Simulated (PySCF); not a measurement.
Calculation: B3LYP-D3(BJ)/def2-TZVP (PySCF). All species are isolated molecules in the gas phase. B3LYP has the VWN-RPA correlation part, as in Gaussian. Delta-SCF ions had no search for a lower state. 

Reference species (SMILES): `[GaH3]` (neutral, multiplicity 1).

```yaml
vertical ionisation energy (Delta-SCF): 11.22 eV
HOMO: -8.41 eV
HOMO–LUMO gap: 6.29 eV
```

Changed species: `[Cl][Ga]([Cl])[Cl]` (3 of 3 H replaced by Cl; the reference has 0 of 3 H replaced by Cl).

Question: What does the change do to the vertical ionisation energy (Delta-SCF), HOMO and HOMO–LUMO gap?

Answer: the vertical ionisation energy (Delta-SCF) rises by 0.14 eV, to 11.36 eV; the HOMO decreases by 0.75 eV, to -9.16 eV; the HOMO–LUMO gap rises by 0.45 eV, to 6.74 eV.
